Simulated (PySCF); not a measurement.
**Spin-Hamiltonian simulation**

Molecule: `CCB(F)F`, C2H5BF2.

Cartesian coordinates in Å; atom numbers follow the order of the lines, from 1:
```xyz
10

C    -1.198    0.087   -0.060
C     0.200   -0.432   -0.364
B     1.357    0.265    0.417
F     1.167    1.361    1.131
F     2.594   -0.201    0.392
H    -1.473   -0.095    0.991
H    -1.961   -0.396   -0.689
H    -1.269    1.173   -0.225
H     0.444   -0.309   -1.438
H     0.280   -1.520   -0.196
```

Calculated, not measured (PySCF 2.14.0 with density-fitted response routines): spin–spin couplings from B3LYP/pcJ-1 (spin–dipole term only in couplings to heteroatoms), σ from GIAO-PBE0/pcSseg-1, structure optimised with PBE0-D3(BJ)/def2-SVP. A single conformation, non-relativistic Hamiltonian, no solvent model, fast rotation and ring inversion assumed for equivalent nuclei.

Chemical shifts δ = σref − σ; $^{1}$H (σref 31.27) against TMS, all at this level.

Shifts (ppm): F4/F5 -64.9, H6/H7/H8 0.98, H9/H10 0.91.
Couplings (Hz): F4–F5: -215.7; F4–H6, F4–H7, F4–H8, F5–H6, F5–H7, F5–H8: 0.3; F4–H9, F4–H10, F5–H9, F5–H10: 3.7; H6–H7, H6–H8, H7–H8: -14.3; H6–H9, H6–H10, H7–H9, H7–H10, H8–H9, H8–H10: 8.9; H9–H10: -21.2.

The 7-spin Hamiltonian (Zeeman plus full scalar coupling among like nuclei) was diagonalised exactly; lines are Lorentzian, 1.0 Hz wide, and the maxima above 3 % are listed with the tallest set to 100.

Task: Give the $^{1}$H peak list of this spin system at 300 MHz.

Result: 
δ in ppm (height): 1.028 (4), 1.025 (3), 1.010 (15), 1.002 (14), 0.992 (8), 0.989 (8), 0.980 (100), 0.961 (62), 0.957 (56), 0.946 (15), 0.942 (26), 0.936 (24), 0.932 (28), 0.922 (28), 0.920 (28), 0.911 (18), 0.897 (13), 0.889 (13), 0.885 (8), 0.877 (8), 0.868 (5)

Task: And at 400 MHz?

Result: 
| Hz | ppm | height |
| --- | --- | --- |
| 405.2 | 1.013 | 7 |
| 401.2 | 1.003 | 19 |
| 399.2 | 0.998 | 19 |
| 397.1 | 0.993 | 8 |
| 392.1 | 0.980 | 100 |
| 385.5 | 0.964 | 59 |
| 384.8 | 0.962 | 61 |
| 378.2 | 0.945 | 13 |
| 376.2 | 0.941 | 13 |
| 375.1 | 0.938 | 24 |
| 373.1 | 0.933 | 20 |
| 371.8 | 0.929 | 25 |
| 371.0 | 0.927 | 19 |
| 369.9 | 0.925 | 17 |
| 368.0 | 0.920 | 29 |
| 367.4 | 0.918 | 28 |
| 366.2 | 0.916 | 15 |
| 363.8 | 0.909 | 21 |
| 362.4 | 0.906 | 10 |
| 361.5 | 0.904 | 12 |
| 360.0 | 0.900 | 16 |
| 358.0 | 0.895 | 19 |
| 356.2 | 0.891 | 10 |
| 354.5 | 0.886 | 10 |
| 353.5 | 0.884 | 6 |
| 351.1 | 0.878 | 6 |
| 347.4 | 0.868 | 5 |

Task: Among coupled protons with different shifts, which pair is furthest from first order, and how does the field change that?

Result: H6 and H9: Δν/J is about 2.4 at 300 MHz (strongly coupled) and 3.1 at 400 MHz (strongly coupled). J in Hz doesn't depend on the field, while Δν in Hz grows in proportion to it.

Unscaled 3J(H,H) at this level run about 10 % above measured values. Vicinal couplings across rotatable single bonds and in flexible rings belong to the one computed conformer; a conformer average would change them.
